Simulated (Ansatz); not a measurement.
`B[NH][GaH2]` + `C#CS` → `BSC#C` + `[NH2][GaH2]` at 298.15 K and 1 bar (ligand exchange at a B–N bond).

Calculated with Ansatz (gas phase, PBE0-D4/def2-TZVP geometries, no zero-point term in ΔE). CBS: MP2 limit from def2 TZ/QZ plus the TZ coupled-cluster correction, frozen cores. This one scheme is used for every species. For Ga outer-core shells are correlated without core-valence functions, which leaves a few kJ/mol of doubt a bond. Scalar relativity is left out up to krypton. One conformer a species, not always the lowest.

| species | CCSD(T)/CBS energy (Eh) | H − E (kJ/mol) | S (J/(mol·K)) |
| --- | --- | --- | --- |
| `B[NH][GaH2]` | -2006.47671 | 151.2 | 298.6 |
| `C#CS` | -475.00020 | 84.9 | 263.0 |
| `BSC#C` | -500.39539 | 124.6 | 283.6 |
| `[NH2][GaH2]` | -1981.05479 | 115.2 | 263.8 |

H − E and S are ideal-gas, rigid-rotor, harmonic terms from PBE0-D4/def2-TZVP, for one conformer and one mirror image of each species. 1 Eh = 2625.50 kJ/mol, R = 8.31446 J/(mol·K).

Problem. By hand: ΔE, ΔH, ΔS and ΔG.

Solution. ΔE = (-500.39539) + (-1981.05479) − (-2006.47671) − (-475.00020) = 0.02673 Eh = 70.2 kJ/mol. Δ(H − E) = 124.6 + 115.2 − 151.2 − 84.9 = 3.7, so ΔH = 73.9 kJ/mol. ΔS = 283.6 + 263.8 − 298.6 − 263.0 = -14.2 J/(mol·K). ΔG = 73.9 − 298.15 × (-14.2)/1000 = 78.1 kJ/mol.

Problem. By hand: the equilibrium constant, and the temperature at which ΔG would vanish if ΔH and ΔS stayed fixed.

Solution. log₁₀ K = −ΔG/(RT ln 10) = -13.7. ΔH and −TΔS have one sign here, so there is no such temperature.

The number of gas molecules stays the same, so ΔS is small and ΔH decides. A doubt of 5 kJ/mol in ΔE shifts log₁₀ K by 0.9 here. Other conformers and mirror images would add mixing entropy, several J/(mol·K) or more a flexible species. These are equilibria of isolated gas molecules and say nothing of rates. Largest T1 diagnostic: 0.014 (customary marks: 0.02 for closed shells, 0.045 for open ones).
